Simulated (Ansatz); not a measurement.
`N[SiH](S)[GaH2]`. The species carries charge 0 and has multiplicity 1. The geometry is a stationary point of PBE0-D4/def2-TZVP. It is one conformer, not always the lowest.

```xyz
10

N    -0.470    1.183    1.464
Si    0.024    0.804   -0.120
S    -1.280   -0.691   -1.237
Ga    1.362   -1.000   -0.802
H    -0.240    0.588    2.241
H    -1.248    1.791    1.660
H    -0.187    2.002   -0.972
H    -1.434   -1.494   -0.170
H     2.070   -0.921   -2.193
H     1.402   -2.261    0.129
```

Task: What is the dipole moment at r2SCAN/def2-TZVPP? (Estimate.)

Result: Ansatz gave: 2.95 D, with components (-1.12, 0.97, 2.55) D in this frame, pointing from negative to positive charge.

Task: And with PBE, B3LYP, ωB97M-V? (Best estimate.)

Result: The calculation gave: PBE 2.89 D, B3LYP 2.86 D, ωB97M-V 2.85 D.

Task: Give the Mulliken charges with r2SCAN, B3LYP, PBE in def2-TZVPP. (An estimate is asked.)

Result: The calculation gave: 
```csv
atom,r2SCAN,B3LYP,PBE
N1,-0.44,-0.39,-0.37
Si2,0.33,0.34,0.24
S3,-0.27,-0.28,-0.25
Ga4,0.13,0.08,0.04
H5,0.17,0.15,0.16
H6,0.16,0.14,0.16
H7,-0.07,-0.06,-0.04
H8,0.12,0.12,0.13
H9,-0.07,-0.05,-0.03
H10,-0.06,-0.06,-0.04
```

B3LYP here is the variant with VWN-RPA as its local correlation; programs differ in this.
